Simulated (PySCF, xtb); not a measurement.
C₂H₆O₆Si₂, SMILES O[Si](O)(O)C#C[Si](O)(O)O. The values are those of a single conformer.

Harmonic wavenumbers (cm⁻¹) from GFN2-xTB in xtb at its own minimum, in rising order: 10, 50, 51, 115, 115, 189, 190, 199, 213, 214, 260, 276, 277, 280, 294, 294, 320, 320, 321, 357, 357, 474, 762, 816, 825, 830, 830, 831, 831, 844, 888, 947, 947, 954, 954, 2280, 3709, 3711, 3711, 3711, 3712, 3712.

What does PBE0-D3(BJ)/def2-SVP in PySCF give at its own minimum? (The exact figures need the calculation; the answer reports its results.)

12, 43, 45, 61, 64, 107, 110, 178, 178, 204, 233, 267, 302, 302, 316, 316, 368, 368, 375, 460, 460, 500, 757, 790, 790, 791, 791, 791, 804, 855, 857, 996, 996, 1000, 1000, 2249, 3942, 3942, 3942, 3942, 3943, 3945. Paired by order, the mean absolute difference is 65 cm⁻¹ and the zero-point energies are 58.6 and 60.6 kcal/mol.
